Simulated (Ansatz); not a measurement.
How methods differ on InNH2F2 (SMILES [NH2][In]([F])[F])

The species is InNH2F2 (6 atoms), meant as a singlet with charge 0. SMILES: `[NH2][In]([F])[F]`. Geometry: optimised at r2SCAN/def2-SVP.

```xyz
6

N    -0.2494    1.1735   -0.3057
In    0.2675   -0.7538    0.0392
F     1.8827   -1.2833    1.0001
F    -0.6316   -2.2775   -0.7868
H     0.0266    1.7917    0.4585
H    -1.2537    1.2854   -0.4514
```

Quantity: the dissociation energy of the F4–In2 bond into doublet F and doublet InNH2F (shapes relaxed at r2SCAN/def2-SVP, no zero-point term), in eV. The values are calculated.

```csv
level,kind,program,value (eV),less CCSD(T)/def2-SVP
SVWN5/def2-SVP (core potential),LDA,Ansatz,5.42,+0.96
BLYP/def2-SVP (core potential),GGA,Ansatz,4.45,-0.01
PBE/def2-SVP (core potential),GGA,Ansatz,4.62,+0.16
B3LYP/def2-SVP (core potential),global hybrid,Ansatz,4.38,-0.08
PBE0-D4/def2-SVP (core potential),global hybrid,Ansatz,4.43,-0.03
RPA@PBE/def2-SVP (core potential),RPA,Ansatz,3.88,-0.58
MP2/def2-SVP (core potential),perturbation theory,Ansatz,4.88,+0.42
CCSD(T)/def2-SVP (core potential),coupled cluster or CI,Ansatz,4.46,0.00
```

Differences are taken from CCSD(T)/def2-SVP (core potential) for orientation; it has basis-set and higher-order errors of its own. Spin-orbit coupling, which can split open shells on such heavy atoms by tenths of an eV, is left out. The values span 3.88 to 5.42 eV. Measured bond enthalpies also hold zero-point and thermal terms, a few tenths of an eV less. In the correlated wave-function rows the outer d shell of In is correlated, in sets not made for it.
